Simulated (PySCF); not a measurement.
NbO2Br, SMILES [O]=[Nb](=[O])[Br], multiplicity 1. Heavy atoms are numbered as in [Nb:1](=[O:2])(=[O:3])[Br:4].

Geometry optimised at B3LYP-D3(BJ)/def2-SVP. The spin state was assumed, not searched. The def2 effective core potentials stand for the cores of Nb; spin–orbit coupling is left out.

Method: M06-2X/def2-TZVPD (PySCF).

Mulliken values depend strongly on the basis, most of all with diffuse functions as here. ESP charges are fitted to the potential on shells at 1.4 to 2.0 van der Waals radii. Atomic charges (e), one atom of each kind:

```json
[
 {"atom": "Nb1", "ESP fit": "[?]", "Mulliken": "1.73"},
 {"atom": "O2", "ESP fit": "[?]", "Mulliken": "-0.70"},
 {"atom": "Br4", "ESP fit": "[?]", "Mulliken": "-0.34"}
]
```

Complete the blanks. (An estimate is asked for; the answer gives what the named calculation found.)


- Nb1, ESP fit: 1.60
- O2, ESP fit: -0.61
- Br4, ESP fit: -0.38
